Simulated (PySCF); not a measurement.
Species: protonated 2-cyano-1,3-cyclopentadiene, C6H6N (charge +1).
Atom-mapped SMILES: `[NH+:1]#[C:2][C:3]1=[CH:4][CH2:5][CH:6]=[CH:7]1` (hydrogens: H8 on N1; H9 on C4; H10, H11 on C5; H12 on C6; H13 on C7)

Level of theory: core-valence-separated Tamm–Dancoff BHandHLYP/aug-pcX-1 (pcseg-1 on H) in PySCF, non-relativistic, gas phase, PBE0-D3(BJ)/def2-SVP geometry.

Computed carbon K-edge spectrum, Gaussian lines of 0.5 eV full width, highest printed point 100; it ends one width below the last computed root. BHandHLYP without relativity tends to put these K edges a few eV too low, so spacings mean more than positions.

```csv
photon energy (eV),absorption
281.0,1
281.2,9
281.4,34
281.6,53
281.8,36
282.0,20
282.2,35
282.4,44
282.6,24
282.8,8
283.0,16
283.2,43
283.4,51
283.6,28
283.8,11
284.0,11
284.2,32
284.4,74
284.6,100
284.8,87
285.0,44
285.2,11
285.4,3
285.6,5
285.8,7
286.0,11
286.2,23
286.4,32
286.6,30
286.8,31
287.0,34
287.2,37
287.4,46
```

**Question.** Assign the maxima to core holes.

**Answer.** 5 maxima:
- 281.6 eV: C4 (alkene CH carbon), 281.60 eV, f = 0.069, 1s→π*, 100 % of the height at the exact maximum
- 282.4 eV: C6 (alkene CH carbon), 282.36 eV, f = 0.059, 1s→π*, 100 % of the height at the exact maximum
- 283.3 eV: C7 (alkene CH carbon), 283.30 eV, f = 0.046, 1s→π*, 66 % of the height at the exact maximum; C3 (fully substituted alkene carbon), 283.44 eV, f = 0.024, 1s→π*, 32 % of the height at the exact maximum
- 284.6 eV: C2 (triply bonded carbon), 284.48 eV, f = 0.080, 1s→π*, 47 % of the height at the exact maximum; C2 (triply bonded carbon), 284.80 eV, f = 0.072, 41 % of the height at the exact maximum
- 286.4 eV: C3 (fully substituted alkene carbon), 286.41 eV, f = 0.033, 79 % of the height at the exact maximum; C4 (alkene CH carbon), 286.25 eV, f = 0.007, 12 % of the height at the exact maximum

Further lines of some strength in the range: C7, 284.00 eV, f = 0.007; C7, 284.76 eV, f = 0.014; C5, 286.84 eV, f = 0.017; C7, 286.92 eV, f = 0.015; C6, 287.12 eV, f = 0.014.

Roots within 0.03 eV on the same or equivalent atoms count as one line; shares under 12 % aren't listed.

Vibrational structure and lifetime widths aren't in the curve. The ionisation threshold wasn't computed; near and above it a finite basis only mimics Rydberg series and continuum.
